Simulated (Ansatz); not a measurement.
Relaxed structures of AlB2H2Cl, closed shell (PBE0-D4/def2-TZVP; forces vanish, vibrations not checked; lower isomers may exist, and structures with a doubtful reference or unclear bonds are left out; Å). Computed with Ansatz 0.2.0 (basis: def2-TZVPP); correlated methods freeze the cores.

Task: Rank them by CCSD(T) energy, lowest first, and give each one's height above the lowest. Links in brackets join atoms within 1.22 times the sum of their covalent radii (1.1 for two metals). (An estimate is asked for; the value comes from the calculation.)
A.
AlB₂H₂Cl ([Cl][B]12[H][Al]1[BH]2)
```
6
angstrom
Cl 0.4206 3.1504 0.2810
Al -0.5911 -0.5785 0.2784
B 1.0024 0.4371 -0.4879
B 0.0001 1.4386 0.2541
H 1.9560 0.1008 -1.0961
H -1.0636 1.1254 0.8234
```
B.
AlB₂H₂Cl ([Cl][Al]1[BH][BH]1)
```
6
angstrom
Cl -1.2483 -2.7155 0.0847
Al -0.3816 -0.8258 0.0269
B 1.0045 0.6639 -0.4094
B -0.1390 1.2158 0.3500
H 1.8659 0.1113 -1.0114
H -1.1015 1.5504 0.9592
```
C.
AlB₂H₂Cl ([Cl][Al]1[B]2[H][BH]21)
```
6
angstrom
Cl -1.2725 -2.5481 0.4167
Al -0.4216 -0.6620 0.2293
B 1.1436 0.5645 -0.8675
B -0.0223 1.1930 -0.1086
H 2.1508 0.3996 -1.4703
H 1.1922 1.1053 0.4190
```

Result: Computed: B (0.000 eV), C (0.458 eV), A (0.981 eV). Heights count from the lowest.

T1 diagnostic: at most 0.026. The T1 diagnostic is large here, which may signal multireference character or strong orbital relaxation, so CCSD(T) is less sure. The restricted Hartree–Fock reference is unstable towards an unrestricted one at one or more of these structures.

For scale, one of the runs: CCSD(T)/def2-TZVPP, 174 basis functions, launched by `ansatz run in.yaml --threads 2 --pin off --events-out ev --progress --plain --max-ram 4352MiB`. Hardware: 2 CPU threads of an Arm Neoverse V2, shared host. Wall time 21 s; peak host memory 1.4 GiB.
